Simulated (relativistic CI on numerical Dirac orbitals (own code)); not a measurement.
Method of calculation: Dirac-Coulomb-Breit CI, separate exchange-only KLI orbitals for each configuration, QED by a radiative potential, unscaled Slater integrals (own radial code, finite nucleus).

The strongest absorption lines from the ground level of an ion, among the configurations computed and to levels below about 1400 eV (vacuum wavelength in nm, gf): 0.89429 (0.051), 0.89628 (0.028), 1.0300 (0.11), 1.0347 (0.062), 1.4394 (0.36), 1.4577 (0.21), 12.772 (0.41), 17.631 (0.14).

**Question.** Which ion is it?
A. Kr²⁵⁺
B. Mo²⁹⁺
C. Mo³³⁺
D. Mo³¹⁺

**Answer.** D. Mo³¹⁺ has 11 electrons and the ground level 3s ²S1/2; the strongest line goes to 3p ²P°3/2. The pattern of lines fixes the number of electrons, and along that sequence the line energies rise steadily with the charge (about as its square where n changes within one kind of shell, about linearly where n is kept but much faster in heavy ions where fine structure, which grows about as Z⁴, sets the gap, and irregularly where shells cross), which fixes Z. Configurations outside the model, such as inner-shell arrays, can give stronger lines. At this charge energies of transitions that change n are usually good to better than 1 %, and those within a shell (Δn = 0) to a few per cent.
